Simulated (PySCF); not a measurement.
Finite-field polarisability of I (iodine, neutral)

[Kr] 4d10 5s2 5p5, 2P determinant. All numbers are calculated (PySCF 2.14, a scalar-relativistic core potential, in aug-cc-pVTZ-PP with one added diffuse shell each of d, f type with ECP28MDF (6s5p5d3f, 67 functions)). Frozen: 4s2 4p6 4d10. Energy changes in a uniform field (μhartree):

| axis | F (au) | HF | MP2 | CCSD | CCSD(T) |
| --- | --- | --- | --- | --- | --- |
| x | 0.0026 | -100.031 | -102.602 | -102.461 | -102.968 |
| x | 0.0052 | -400.265 | -410.575 | -410.012 | -412.045 |
| y | 0.0025 | -103.346 | -106.470 | -106.144 | -106.887 |
| y | 0.005 | -413.630 | -426.165 | -424.854 | -427.838 |

By symmetry the remaining axis equals y.

(1) Derive α along x at CCSD(T) from the two fields.

(2) And the mean polarisability at each level?

## Answers

(1) With ΔE = −αF²/2 − γF⁴/24, α = −(16 ΔE(F) − ΔE(2F))/(6F²) = 30.46 bohr³.

(2) The components xx, yy, zz at CCSD(T) are 30.46, 34.20, 34.20, the third axis being equal by symmetry to one of the two computed. Means: HF 31.91, MP2 32.83, CCSD 32.74, CCSD(T) 32.95 bohr³. Reference: 32.9 ± 1.3 bohr³ (recommended; Schwerdtfeger and Nagle, table of static dipole polarizabilities (2023 update)).
